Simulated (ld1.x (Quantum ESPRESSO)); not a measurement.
**Varying the TM potential for Os (Z = 76)**

Base potential:

```json
{
  "Element": "Os (Z = 76)",
  "Generator": "ld1.x (Quantum ESPRESSO) 7.5",
  "Type": "norm-conserving Troullier–Martins (Kleinman–Bylander form)",
  "Functional": "revPBE",
  "Relativity": "fully relativistic",
  "Frozen core": "[Xe] 4f14",
  "Valence charge": "8",
  "Reference configuration": "5d6 6s2 6p0",
  "Partial waves": "6s (bound): rc 2.35 bohr; 6p (bound, empty): rc 3.20 bohr; 5d (bound): rc 1.95 bohr",
  "Local potential": "the d channel",
  "Core correction": "Bessel-smoothed model core inside 1.35 bohr"
}
```

Open shells are filled in proportion to 2j + 1 (rel_dist='average').

All-electron outer shells of the reference configuration (revPBE, scalar-relativistic, ld1.x):

| shell | level (eV) | outermost node (bohr) | outermost maximum (bohr) |
| --- | --- | --- | --- |
| 4f | -51.91 | – | 0.40 |
| 5p | -50.78 | 0.55 | 1.03 |
| 5d | -6.20 | 0.60 | 1.36 |
| 6s | -6.07 | 1.20 | 2.48 |
| 6p | -1.23 | 1.44 | 3.56 |

Cutoffs, loose and tight: the cutoffs (Ry, on a coarse ladder) from which the occupation-weighted sum of valence levels, in a spherical-Bessel basis at the reference potential, stays within 10 and 1 mRy of its value at 400 Ry. They do not see the model core or the augmentation charge, which bear on the density cutoff. Test errors are all-electron minus pseudo excitation energies from the reference, over the configurations 5d6 6s1 6p0; 5d6 6s0 6p0; 5d5 6s0 6p0; 5d7 6s1 6p0; 5d6 6s0 6p2; 5d6 6s1 6p1; 5d5 6s2 6p1. A dash means not determined; rows that change the core or the reference have their own tests. The largest error is taken over the tests solved by every variant that gives reliable tests at all: 5d5 6s0 6p0; 5d6 6s0 6p0; 5d6 6s1 6p0; 5d7 6s1 6p0.

A true bound ghost makes a file unfit for plane-wave use even where its test errors are small: the radial tests pick states by their node count and pass the ghost by. Where a test does run into it, the solver fails or the error is huge.

```tsv
change	outcome	cutoff, loose	cutoff, tight	bound ghosts	largest test error (meV)
base	generated, misses its reference levels by 0.64 eV	35 Ry	40 Ry	s, p3/2, p1/2	-82
wave 6s (bound): rc 2.35 bohr becomes 6s (bound): rc 1.52 bohr	generated, misses its reference levels by 0.64 eV	110 Ry	260 Ry	s, p3/2, p1/2	-228
wave 6s (bound): rc 2.35 bohr becomes 6s (bound): rc 1.78 bohr	generated, misses its reference levels by 0.64 eV	40 Ry	100 Ry	s, p3/2, p1/2	-119
wave 6s (bound): rc 2.35 bohr becomes 6s (bound): rc 2.12 bohr	generated, misses its reference levels by 0.64 eV	35 Ry	45 Ry	s, p3/2, p1/2	-89
wave 6s (bound): rc 2.35 bohr becomes 6s (bound): rc 2.36 bohr	generated, misses its reference levels by 0.64 eV	35 Ry	40 Ry	s, p3/2, p1/2	-81
wave 6s (bound): rc 2.35 bohr becomes 6s (bound): rc 2.70 bohr	generated, misses its reference levels by 0.64 eV	35 Ry	40 Ry	s, p3/2, p1/2	-93
wave 6s (bound): rc 2.35 bohr becomes 6s (bound): rc 2.96 bohr	generated, misses its reference levels by 0.64 eV	35 Ry	40 Ry	s, p3/2, p1/2	-138
wave 6s (bound): rc 2.35 bohr becomes 6s (bound): rc 3.54 bohr	generated, misses its reference levels by 0.64 eV	35 Ry	40 Ry	s, p3/2, p1/2	-352
```

Problem. What comes out with this change to the base: wave 6s (bound): rc 2.35 bohr becomes 6s (bound): rc 3.20 bohr?

Solution. outcome: generated, misses its reference levels by 0.64 eV; cutoff, loose: 35 Ry; cutoff, tight: 40 Ry; bound ghosts: s, p3/2, p1/2; largest test error (meV): -204.

Reading the sweep of the s radius (base included, trends over the rows without a ghost): Bound ghosts are found at 1.52, 1.78, 2.12, 2.35, 2.36, 2.7, 2.96, 3.2, 3.54 bohr. Every judged row has one, so this setting neither creates nor removes them.
